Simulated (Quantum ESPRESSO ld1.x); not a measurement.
Task: Species: Si I. Configuration: [Ne] 3p4 (not the ground configuration). Calculated with ld1.x of Quantum ESPRESSO 7.5: Dirac Kohn-Sham, relativistic LDA (MacDonald-Vosko exchange, VWN5 correlation), spin-unpolarised, spherical densities, point nucleus; open shells are shared between the two j in proportion to 2j + 1. Some entries of the table are withheld. Estimate them.

| orbital | occ. | eigenvalue (eV) | <r^2> (bohr^2) |
|---|---|---|---|
| 1s1/2 | 2 | -1778.91 | (1) |
| 2s1/2 | 2 | -141.687 | (2) |
| 2p1/2 | 2 | (3) | (4) |
| 2p3/2 | 4 | (5) | (6) |
| 3p1/2 | 1.33333 | (7) | (8) |
| 3p3/2 | 2.66667 | (9) | (10) |

Result: 
(1) 1s1/2 <r^2> (bohr^2): 0.01681
(2) 2s1/2 <r^2> (bohr^2): 0.3891
(3) 2p1/2 eigenvalue (eV): -99.0652
(4) 2p1/2 <r^2> (bohr^2): 0.3637
(5) 2p3/2 eigenvalue (eV): -98.4191
(6) 2p3/2 <r^2> (bohr^2): 0.3666
(7) 3p1/2 eigenvalue (eV): -5.2817
(8) 3p1/2 <r^2> (bohr^2): 8.243
(9) 3p3/2 eigenvalue (eV): -5.2441
(10) 3p3/2 <r^2> (bohr^2): 8.297
